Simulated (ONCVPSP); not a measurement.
**lanthanum (La), ONCV: configuration errors across variants**

lanthanum (La), optimised norm-conserving Vanderbilt (ONCV), made with ONCVPSP 4.0.1 (PBEsol, scalar-relativistic). Core [Kr] 4d10, reference 5s2 5p6 5d1 6s1.5 (charge +0.5). Waves: 5s+6s: rc 2.65 bohr, ncon 3, nbas 6, qcut 6 1/bohr, 2 projectors; 5p: rc 2.25 bohr, ncon 4, nbas 7, qcut 6.5 1/bohr, 2 projectors, debl 4 Ha; 5d: rc 2.90 bohr, ncon 4, nbas 9, qcut 3.7 1/bohr, 2 projectors, debl 1.7 Ha; f scattering state at 0.32 Ha: rc 2.55 bohr, ncon 4, nbas 8, qcut 4.3 1/bohr, 2 projectors, debl 2 Ha. Local part: polynomial inside 1.95 bohr (lpopt 4, dvloc0 2 Ha). Core correction: polynomial model core, fcfact 0.55.

In the f channel the program set the typed energies aside and used -0.264, 1.736 Ha.

All-electron excitation energies from the reference (eV): (1) 5s2 5p6 5d1 6s2 -2.415; (2) 5s2 5p6 5d1 6s1 3.584; (3) 5s2 5p6 5d1 6s0 14.432; (4) 5s2 5p6 5d0 6s2 6p1 -0.088.

3 further variants failed, have other tests or another functional or relativity, and are left out.

A true bound ghost makes a file unfit for plane-wave use even where its test errors are small: the radial tests pick states by their node count and pass the ghost by.

Errors AE − PS in meV (a dash: test not solved or not reliable):

| change | (1) | (2) | (3) | (4) | bound ghosts | GHOST(+) flags above zero |
| --- | --- | --- | --- | --- | --- | --- |
| base | +0.3 | -0.8 | -5.2 | +1.7 | none | none |
| core correction polynomial model core, fcfact 0.4 | +0.3 | -0.8 | -5.2 | +1.7 | none | none |
| f: qcut 4.2 | +0.3 | -0.8 | -5.2 | +1.7 | none | none |
| f: nbas 9 | +0.3 | -0.8 | -5.2 | +1.7 | none | none |
| local potential polynomial inside 1.95 bohr (lpopt 1, dvloc0 3 Ha) | +0.3 | -0.8 | -5.2 | +2.1 | none | none |

Give the same row for: local potential polynomial inside 1.95 bohr (lpopt 4, dvloc0 9 Ha).

+0.3, -0.8, -5.2, +0.6; bound ghosts: s; GHOST(+) flags above zero: none.
